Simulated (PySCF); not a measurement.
## Structure from NMR data

The spectra below were simulated for a compound C₂H₄BF₂N.

¹H NMR (300 MHz, computed): δ 9.33 (br s, 1H), 8.55 (t, J = 7.1 Hz, 1H), 2.25 (dt, J = 7.1, 4.0 Hz, 2H).

¹³C{¹H} NMR (computed): δ 166.9 (CH, t, J = 3.5 Hz), 27.3 (CH2, t, J = 26.3 Hz).

Computational details: shielding tensors at KT3/pcSseg-2 (GIAO), spin–spin couplings from B3LYP/pcJ-1 (spin–dipole term only in couplings to heteroatoms), geometry from PBE0-D3(BJ)/def2-SVP, in PySCF (one averaged value for each set of equivalent atoms, isolated molecule, no relativistic terms, one conformer).

Scale: TMS for ¹H, ¹³C (reference shieldings calculated alike).

Q: Deduce the structure.

A: 
1. 2 carbon signals for 2 carbons: no two carbons are equivalent.
2. Carbon types of the structure: 1 × CH, 1 × CH2, leaving 1 H on heteroatoms.
3. δC 166.9: C=N carbon.
4. δC 27.3: sp3 CH2 bonded to B.
5. δH 9.33: hydrogen on an imine nitrogen; exchangeable; this is the value without hydrogen bonding to other molecules.
6. δH 8.55: hydrogen on a C=N carbon.
7. δH 2.25: hydrogen on an sp3 CH2 bonded to B.
8. The protons at 8.55 and 2.25 share a coupling of 7.1 Hz (vicinal).

These data were computed for `FB(C/C=N/[H])F`.

This is the structure that produced the data.

OH/NH shifts are gas-phase values; hydrogen bonding in solution moves them, usually downfield. A carbon bonded to boron is broadened by the quadrupolar boron nucleus and is often missing from a measured spectrum. Splittings below 1 Hz are ignored in the labels, and close J values are merged. Unscaled 3J(H,H) at this level run about 10 % above measured values. Shifts are as computed, not scaled to solution data. Of 1211 compounds with measured shifts, 218 miss one by over three times the rms of a fit or turn the order of signals round; such compounds aren't used in these exercises. Couplings across =CH–CH2 type bonds come from one rotamer and its mirror image, and can be 1–2 Hz further off. Couplings to exchangeable protons are dropped. Only one conformer was computed, so three-bond couplings in flexible chains and rings are approximate.
